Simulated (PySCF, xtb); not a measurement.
NP, SMILES N#P.

Harmonic wavenumbers (cm⁻¹) from GFN2-xTB in xtb at its own minimum, in rising order: 1592.

Problem. What does PySCF with B3LYP-D3(BJ)/def2-TZVPD give at its own minimum? (The exact figures need the calculation; the answer reports its results.)

Solution. 1405. Paired by order, the mean absolute difference is 187 cm⁻¹ and the zero-point energies are 2.3 and 2.0 kcal/mol.
